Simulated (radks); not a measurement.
Spherical quantum dot in the effective-mass picture: electrons in a parabolic well V = omega^2 r^2 / 2 with omega = 0.117, with a point charge +2 (a donor) at the centre, all in effective atomic units (hartree* = m*/eps^2 hartree, bohr* = eps/m* bohr), one dielectric constant everywhere. Calculated with a radial shooting solver with Libxc functionals: non-relativistic Kohn-Sham, exchange-only LDA, spin-polarised, spherical densities. Levels are named by radial order and angular momentum (1s, 1p, 1d, 2s, ...), and open shells are averaged over m. Results are scaled to m* = 0.051 and eps = 11.6, for which hartree* = 10.31 meV and bohr* = 12.04 nm.

N = 24, configuration 1s2 1p6 1d10 2s2 1f(up 4, down 0). This is the lowest configuration that the search found. Occupied levels:

| level | occupation | eigenvalue (meV) | <r> (nm) |
|---|---|---|---|
| 1s down | 1 | 22.779 | 11.81 |
| 1s up | 1 | 22.809 | 11.71 |
| 2s up | 1 | 27.791 | 97.72 |
| 2s down | 1 | 27.832 | 83.30 |
| 1p up | 3 | 27.975 | 104.0 |
| 1p down | 3 | 28.073 | 91.31 |
| 1d up | 5 | 28.289 | 113.3 |
| 1d down | 5 | 28.478 | 107.3 |
| 1f up | 4 | 28.670 | 119.7 |

Energy (meV): total 348.167, kinetic 43.827, external 6.4939, Hartree 330.64, exchange-correlation -32.790.
